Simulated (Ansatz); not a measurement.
Relaxation of BrClH3Si (6 atoms, charge -1, multiplicity 1), to a largest force component of 0.02 eV/Å in at most 40 steps.

Computed with Ansatz 0.2.0, RKS PBE0/def2-SVP.

```xyz
6
Properties=species:S:1:pos:R:3:forces:R:3
Br -0.003 -0.092 -2.369 -0.02 0.02 -0.51
Si 0.037 -0.157 0.218 -0.05 0.17 0.41
Cl -0.415 1.855 0.458 -0.22 0.94 0.09
H 0.129 -0.473 1.711 0.03 -0.15 0.39
H 1.474 -0.259 -0.025 0.66 -0.38 -0.20
H -1.221 -0.874 0.006 -0.40 -0.60 -0.18
```

Problem. Where does it end, and by what steps?

Solution. The run converged. Limits of this set-up: an anion without diffuse functions, the dipole of an ion depends on the origin. After 5 steps the energy has fallen by 0.190 eV; H5 moved furthest, 0.25 Å.

| step | energy less start (eV) | largest force component (eV/Å) | accepted |
| --- | --- | --- | --- |
| 0 | 0.0000 | 0.937 | yes |
| 1 | -0.1229 | 0.329 | yes |
| 2 | -0.1654 | 0.316 | yes |
| 3 | -0.1823 | 0.232 | yes |
| 4 | -0.1895 | 0.106 | yes |
| 5 | -0.1901 | 0.016 | yes |

```xyz
6
Properties=species:S:1:pos:R:3
Br -0.050 0.100 -2.451
Si 0.034 -0.135 0.279
Cl -0.435 1.933 0.407
H 0.091 -0.311 1.809
H 1.445 -0.507 -0.036
H -1.084 -1.081 -0.008
```

Time of the run: 73 s on 1 thread of Intel(R) Xeon(R) Processor @ 2.50GHz (Skylake/Cascade Lake), with other jobs on the host, peak memory 0.18 GiB.
